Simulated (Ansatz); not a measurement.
C₂H₅Se, SMILES CC[Se], multiplicity 2.

Geometry: B3LYP-D3(BJ)/def2-SVP. The isomer is the one that the SMILES or the coordinates give; other isomers of the formula were not compared.

Two levels are set side by side: PBE/def2-SVPD (Ansatz, a first-principles code) and CAM-B3LYP/def2-SVPD (Ansatz). Energy differences of separate SCF runs at the same geometry; the states with an electron removed or added have multiplicity 3 and 1. Differences are taken from unrounded values.

```
quantity                          PBE
-------------------------------  ----
vertical ionisation energy (eV)  8.58
vertical electron affinity (eV)  1.90
```

Problem. These are the PBE values. What does CAM-B3LYP give? (The exact figures need the calculation; the answer reports its results.)

Solution. 
```
quantity                         CAM-B3LYP  PBE minus CAM-B3LYP
-------------------------------  ---------  -------------------
vertical ionisation energy (eV)       8.78                -0.21
vertical electron affinity (eV)       1.89                 0.00
```
